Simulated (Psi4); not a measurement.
C2H6BO2 (SMILES CO[B]OC), doublet, geometry from GFN2-xTB. Base run: HF/6-31G run with Psi4.

Psi4 was given this input:
```
memory 2 GB

molecule mol {
0 2
  C     1.946450    0.597998    0.284733
  O     1.316333   -0.633907   -0.071858
  B     0.003324   -0.818345   -0.209059
  O    -0.875853    0.206966   -0.018064
  C    -2.271671    0.137859   -0.111246
  H     1.205154    1.389471    0.392234
  H     2.476578    0.451503    1.227108
  H     2.659331    0.855085   -0.500026
  H    -2.702554   -0.030009    0.880691
  H    -2.632898    1.093220   -0.498285
  H    -2.594751   -0.667155   -0.777970
}

set basis 6-31g
set reference uhf
set stability_analysis check
set scf_type pk

energy('scf')
print_variables()
```

The bond that is stretched is that between atoms 6 and 1. A test that says stable can miss a lower solution.

The base run was repeated with changes; each row names its change, and settings that it needs were set with it.

| change | ΔE vs base (mEh) | <S^2> |
|---|---|---|
| base | 0.000 | 0.754 |
| stability_analysis = follow; reference = uhf | 0.000 | 0.754 |
| bond × 1.25 | 33.748 | 0.754 |
| stability_analysis = follow; reference = uhf; bond × 1.25 | 33.748 | 0.754 |
| bond × 1.5 | 87.625 | 0.787 |
| stability_analysis = follow; reference = uhf; bond × 1.5 | 87.625 | 0.787 |
| bond × 1.8 | 150.0 | 0.754 |
| stability_analysis = follow; reference = uhf; bond × 1.8 | 125.3 | 1.398 |
| bond × 2.2 | 217.9 | 0.754 |
| stability_analysis = follow; reference = uhf; bond × 2.2 | 138.3 | 1.665 |
| bond × 3.0 | 274.7 | 0.750 |
| stability_analysis = follow; reference = uhf; bond × 3.0 | 142.8 | 1.753 |

Psi4 reported an instability in these rows: bond × 1.8; stability_analysis = follow; reference = uhf; bond × 1.8; bond × 2.2; stability_analysis = follow; reference = uhf; bond × 2.2; bond × 3.0; stability_analysis = follow; reference = uhf; bond × 3.0 (restricted rows aren't judged here).

On stretching, the SCF can end on different states; <S^2> shows the spin contamination of each.
